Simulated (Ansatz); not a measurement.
Molecule: ZnH, charge 0, multiplicity 2. The spin state was set by rule; other spins were not relaxed. 
Structure (B3LYP-D3(BJ)/def2-TZVP (Ansatz, a program for electronic structure) minimum search):
```
Zn
H 1 1.6327
```
Charge 0, spin multiplicity 2.

Basis-set convergence of Hartree-Fock and MP2 correlation energies (hartree) with Ansatz. Correlated levels leave the core frozen unless marked. Open shells are spin-unrestricted. Spin-orbit coupling is left out. The frozen core is the preceding noble-gas configuration, with the filled d and f shells of earlier blocks. No relativistic terms.

| basis | functions | E(HF) | E(corr, MP2) |
|---|---|---|---|
| def2-SVP | 36 | -1778.08568 | -0.29263 |
| def2-TZVPP | 78 | -1778.33814 | -0.49219 |
| def2-QZVPP | 130 | -1778.37931 | -0.52633 |

Extrapolating the two largest sets (X = 3 and 4) as X^-3: E(corr) = (64·(-0.52633) - 27·(-0.49219))/37 = -0.5512 Eh, an estimate of the basis-set limit. The largest set recovers 95.5 % of it, the smallest 53.1 %.
